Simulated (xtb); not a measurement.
FH3N2SW, SMILES [S]=[W](=[NH])([NH2])[F], multiplicity 1. All values are semi-empirical tight-binding results from xtb (GFN2-xTB unless named), good for trends rather than for accurate numbers. Geometry optimised at GFN2-xTB. The spin state was assumed, not searched. The structure was generated by enumeration; whether it is a known compound was not checked. The values are those of a single conformer.

For metal compounds this method's bond lengths and energies can be far off.

| Item | Value |
|---|---|
| orbital gap | 2.43 eV |
| zero-point energy | 24.2 kcal/mol |
| G − E(el) at 298.15 K (modified RRHO) | 3.3 kcal/mol |
